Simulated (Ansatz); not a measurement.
A structure relaxed at PBE0-D4/def2-TZVP, charge 0, multiplicity 1:

| atom | x (Å) | y (Å) | z (Å) |
| --- | --- | --- | --- |
| C1 | -1.872 | 1.295 | 0.626 |
| C2 | -0.691 | 1.315 | 0.013 |
| Si3 | -0.273 | 0.073 | -1.283 |
| Cl4 | 0.361 | 1.002 | -3.011 |
| N5 | 1.000 | -0.939 | -0.719 |
| Si6 | 1.556 | -1.134 | 0.889 |
| Cl7 | 0.278 | -2.265 | 2.048 |
| H8 | -2.628 | 0.554 | 0.382 |
| H9 | -2.138 | 2.012 | 1.397 |
| H10 | 0.032 | 2.081 | 0.288 |
| H11 | -1.482 | -0.696 | -1.659 |
| H12 | 1.348 | -1.621 | -1.380 |
| H13 | 1.659 | 0.178 | 1.557 |
| H14 | 2.848 | -1.855 | 0.852 |

Problem. Give its formula and SMILES.

Solution. C2H7Cl2NSi2, `C=C[SiH](Cl)N[SiH2]Cl`.

Problem. Point group (tolerance 0.08 Å, 0.16 Å for H)?

Solution. C1.

Problem. Summarise the bond lengths by kind.

Solution. 1 × C–C 1.330 Å; 3 × C–H 1.086 to 1.088 Å; 1 × C–Si 1.844 Å; 2 × Cl–Si 2.061 to 2.063 Å; 2 × N–Si 1.713 to 1.721 Å; 3 × H–Si 1.476 to 1.481 Å; 1 × H–N 1.012 Å.

Computed with Ansatz.
